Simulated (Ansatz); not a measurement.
Mulliken charges of ClH3OSiSn (`[SiH3][O][Sn][Cl]`) from r2SCAN/def2-TZVPP in Ansatz (PBE0-D4/def2-TZVP geometry).

| atom | x (Å) | y (Å) | z (Å) | charge (e) |
| --- | --- | --- | --- | --- |
| Si1 | 0.025 | 0.949 | 0.132 | 0.469 |
| O2 | -0.001 | -0.428 | 1.027 | -0.614 |
| Sn3 | -0.035 | -2.377 | 0.787 | 0.807 |
| Cl4 | -0.028 | -2.373 | -1.592 | -0.407 |
| H5 | -1.176 | 1.042 | -0.741 | -0.083 |
| H6 | 0.032 | 2.109 | 1.061 | -0.089 |
| H7 | 1.243 | 1.009 | -0.720 | -0.083 |

Q: By hand: the dipole of these point charges (1 e Å = 4.8032 D).

A: Σ q r = (-0.013, -0.602, 0.741) e Å, of length 0.955 e Å = 4.59 D.

Q: How does the dipole of the full density compare? (Estimate.)

A: Ansatz gave: (-0.007, -0.343, 0.466) e Å, 2.78 D; the point charges give 1.65 times that, at 3° from its direction.

Point charges leave out the atoms' own dipoles, such as those of lone pairs, and Mulliken's split depends on the basis, so the two needn't agree.
